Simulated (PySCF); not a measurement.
KI, SMILES [K][I].

Geometry optimised at r2SCAN-D4/def2-TZVPD. The def2 effective core potentials stand for the cores of I; spin–orbit coupling is left out.

Calculation: TDDFT-PBE/def2-TZVPD in PySCF 2.14.0.

Vertical excitations; the highest root listed may be one member of a degenerate set. The molecule is in vacuum. State labels are in the subgroup C2v.

```
state  symmetry  energy (eV)  λ (nm)      f                                     main pairs
-----  --------  -----------  ------  -----  ---------------------------------------------
S1           B1         2.44     508  0.006                   HOMO−1→LUMO (degenerate set)
S2           B2         2.44     508  0.006                     HOMO→LUMO (degenerate set)
S3           A1         2.92     425  0.121                               HOMO−2→LUMO 98 %
S4           A2         3.97     312  0.000    HOMO−1→LUMO+2, HOMO→LUMO+1 (degenerate set)
S5           A1         3.98     312  0.000    HOMO−1→LUMO+1, HOMO→LUMO+2 (degenerate set)
S6           A2         3.99     310  0.000           HOMO→LUMO+1 50 %, HOMO−1→LUMO+2 50 %
S7           A1         4.03     308  0.022           HOMO→LUMO+2 49 %, HOMO−1→LUMO+1 49 %
S8           B2         4.26     291  0.023    HOMO→LUMO+3, HOMO−2→LUMO+2 (degenerate set)
S9           B1         4.26     291  0.023  HOMO−1→LUMO+3, HOMO−2→LUMO+1 (degenerate set)
S10          B2         4.28     289  0.064           HOMO−2→LUMO+2 82 %, HOMO→LUMO+3 18 %
T1           B1         2.40     517      0                   HOMO−1→LUMO (degenerate set)
T2           B2         2.40     517      0                     HOMO→LUMO (degenerate set)
T3           A1         2.61     474      0                              HOMO−2→LUMO 100 %
T4           A1         3.93     315      0           HOMO→LUMO+2 50 %, HOMO−1→LUMO+1 50 %
```
Triplets are in the Tamm–Dancoff approximation, which puts them higher than full response would, so one can lie above its singlet here.
